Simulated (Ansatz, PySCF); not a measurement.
thionyl fluoride (F2OS), SMILES O=S(F)F.

Geometry optimised at PBE0-D3(BJ)/def2-TZVP.

Vertical ionisation energy (IE) and electron affinity (EA) in eV. Rows of orbital energies are one-electron estimates. Where ΔSCF, EOM or ADC give a negative EA the extra electron is unbound and the value depends on the basis.

```json
[
 {"level": "−ε(HOMO), −ε(LUMO), M06-2X/def2-TZVPD (PySCF)", "IE": "11.25", "EA": "0.44"},
 {"level": "−ε(HOMO), −ε(LUMO), PBE/def2-TZVPD (PySCF)", "IE": "8.23", "EA": "2.33"},
 {"level": "ADC(2)/aug-cc-pVDZ (PySCF)", "IE": "11.42", "EA": "-1.67"},
 {"level": "ΔSCF, ωB97X-V/def2-SVPD (Ansatz), final states of multiplicity 2 and 2", "IE": "12.65", "EA": "-0.92"},
 {"level": "ΔSCF, PBE/def2-SVPD (Ansatz), final states of multiplicity 2 and 2", "IE": "12.31", "EA": "-0.72"}
]
```

Task: What vertical singlet–triplet gap does ΔSCF give with ωB97X-V/def2-SVPD (Ansatz, a quantum-chemistry and plane-wave program) and with PBE/def2-SVPD (Ansatz)? (Estimate from the structure and the level; the computed values follow.)

Result: 5.68 and 5.43 eV (triplet above singlet where positive).

Task: Beyond the first one, list the lowest photoelectron lines from ADC(2)/aug-cc-pVDZ (PySCF) with their pole strengths (two spins summed). (The exact figures need the calculation; the answer reports its results.)

Result: 12.61 eV (1.72), 13.50 eV (1.74), 14.48 eV (1.72), 15.24 eV (1.71), 15.51 eV (1.71).
